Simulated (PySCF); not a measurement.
Indirect couplings

Geometry:
| atom | x (Å) | y (Å) | z (Å) |
| --- | --- | --- | --- |
| N1 | -3.494 | -0.659 | 1.351 |
| C2 | -2.732 | -0.357 | 0.557 |
| C3 | -1.747 | 0.022 | -0.442 |
| F4 | -1.930 | 1.346 | -0.792 |
| C5 | -0.329 | -0.178 | 0.099 |
| C6 | 0.718 | 0.061 | -0.985 |
| F7 | 0.631 | -0.932 | -1.943 |
| C8 | 2.119 | 0.094 | -0.440 |
| N9 | 2.341 | 0.583 | 0.689 |
| H10 | -1.912 | -0.568 | -1.356 |
| H11 | -0.134 | 0.522 | 0.912 |
| H12 | -0.232 | -1.198 | 0.476 |
| H13 | 0.518 | 1.006 | -1.511 |
| H14 | 2.864 | -0.327 | -1.127 |
| H15 | 3.314 | 0.594 | 0.985 |

Couplings: B3LYP/pcJ-1 (spin–dipole term only in couplings to heteroatoms) in PySCF 2.14, geometry GFN2-xTB; gas phase, one conformer, non-relativistic. Couplings are averaged over pairs made equivalent by symmetry, fast rotation or ring inversion, so a value needn't be that of the named pair in this geometry, while other rotamers aren't included; one pair stands for each set, and the list holds a selection of those of at least 0.8 Hz over up to four bonds, among pairs with at least one F or H atom (others weren't computed). One-bond C–F couplings come out tens of Hz too large with common functionals.

Isotopes: ¹³C, ¹⁹F, ¹H, ¹⁵N.

```tsv
pair	bonds	J (Hz)
C3, F4	1	-234.2
C3, H10	1	165.7
C5, H11	1	145.5
C5, H12	1	139.6
C6, F7	1	-219.2
C6, H13	1	156.5
C8, H14	1	?
N9, H15	1	?
C2, F4	2	26.6
C3, H11	2	?
F4, H10	2	55.1
C5, H10	2	-3.8
C5, H13	2	-2.7
C6, H12	2	-6.9
F7, C8	2	?
F7, H13	2	56.1
N9, H14	2	3.6
C2, H11	3	?
C3, F7	3	1.0
C3, H13	3	?
F4, H11	3	14.1
F4, H12	3	35.6
C6, H15	3	21.1
F7, H12	3	14.3
H11, H13	3	?
H13, H14	3	?
```

Question: Estimate the withheld couplings, with signs.

Answer: 
- ¹J(C8,H14) = 167.9 Hz (bond length 1.097 Å)
- ¹J(N9,H15) = -57.3 Hz (bond length 1.017 Å)
- ²J(C3,H11) = -7.0 Hz (angle at C5 110°)
- ²J(F7,C8) = 32.3 Hz (angle at C6 109°)
- ³J(C2,H11) = 2.9 Hz (dihedral angle 67°)
- ³J(C3,H13) = 4.4 Hz (dihedral angle 49°)
- ³J(H11,H13) = 1.3 Hz (dihedral angle 72°)
- ³J(H13,H14) = 0.9 Hz (dihedral angle 92°)
